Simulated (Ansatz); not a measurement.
The cluster TiS3. Total charge 0; triplet. Geometry PBE0-D4/def2-SVPD, that of the charge -1 doublet; atoms count from 1.

```xyz
4

Ti   -0.0508    0.0045    0.0154
S    -0.3676   -2.0260   -0.6688
S     0.6661    0.3666    2.0270
S    -0.2477    1.6548   -1.3736
```

The structure comes from a short search, and lower isomers may exist.

(1) Estimate the Mulliken populations from the PBE0/def2-TZVPD orbitals of Ansatz.

(2) Where does the spin sit?

(3) And the Mayer bond orders between bonded heavy atoms (over 0.3)?

Answers

(1) 
```csv
atom,charge (e),spin (α − β),d electrons
Ti1,0.85,-0.48,2.43
S2,-0.27,0.93,–
S3,-0.30,0.67,–
S4,-0.28,0.88,–
```
Mulliken values and Mayer orders depend strongly on the basis. With diffuse functions, as here, like atoms can get unlike values, and bond orders can come out too low or too high.

(2) Summed by element: Ti -0.48, S 2.48, of 2 unpaired in all. Largest on single atoms: S2 0.93, S4 0.88, S3 0.67.

(3) Ti1–S2 1.34 (2.17 Å); Ti1–S3 1.80 (2.17 Å); Ti1–S4 1.42 (2.17 Å).
